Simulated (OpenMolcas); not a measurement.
## Br+: the spin-orbit constant, worked from levels

```yaml
Program: OpenMolcas 26.06
Basis: ANO-RCC-VQZP [7s6p4d2f1g]
Scalar_Hamiltonian: DKH2, point nucleus
Active_space: 4 electrons in 9 orbitals (RAS2 4p; RAS3 4d 5s, at most 1 electron)
State_averaging: 2S+1 = 3 even, 3 roots; 2S+1 = 1 even, 6 roots; 2S+1 = 5 odd, 6 roots; 2S+1 = 3 odd, 54 roots; 2S+1 = 1 odd, 48 roots
Spin-orbit_coupling: RASSI with atomic mean-field integrals over the reference wave functions, term energies averaged over their components
```

Methods: RASSCF; XMS-RASPT2, IPEA 0.25 Eh, imaginary shift 0.1 Eh (closed shells correlated: 3d 4s). Measured levels: NIST Handbook of Basic Atomic Spectroscopic Data.

**The spin-orbit constant.** For the Hund term 3P of p4, E(J) = (A/2) J(J+1) + constant and ζ = -2S·A = -2A. From J = 0 to J = 2 the energy changes by 3 A.

```json
{"Source": "RASSCF", "E(2) - E(0)": "-3672.4", "A": "-1224.1", "ζ": "2448"}
{"Source": "XMS-RASPT2", "E(2) - E(0)": "-3694.0", "A": "-1231.3", "ζ": "2463"}
{"Source": "measured", "E(2) - E(0)": "-3837.4", "A": "-1279.1", "ζ": "2558"}
```

All in cm-1. XMS-RASPT2 is off by -3.7 % and RASSCF by -4.3 %. Both methods take the spin-orbit matrix elements from the reference wave functions, so the second can move ζ only through the term energies and any multistate remixing. Second-order mixing with other terms is absorbed into this ζ.

CASPT2 breaks the degeneracy within a term, and the mean is taken; among the terms shown or strongly mixed into the levels shown the widest spread is 77 cm-1 (4s2 4p4 3P, XMS-RASPT2). Over all roots computed the reference weight is 0.84 to 0.96 in XMS-RASPT2; the roots of lowest weight are the least certain, and an intruder state may touch them. With the s shell closed, the reference lacks s² → p² mixing. Without dynamic correlation excited terms often stand tens of per cent too high (terms of higher spin than the ground term too low), and those without a measured partner can miss by more than the paired ones (holds for RASSCF). Measured partners are found by configuration, term and J. A level has none where our copy of the source lacks it or the pairing is in doubt (some pairs that miss far off the trend of their configuration count as doubtful), and it then counts in no deviation. Only configurations of the active space appear.
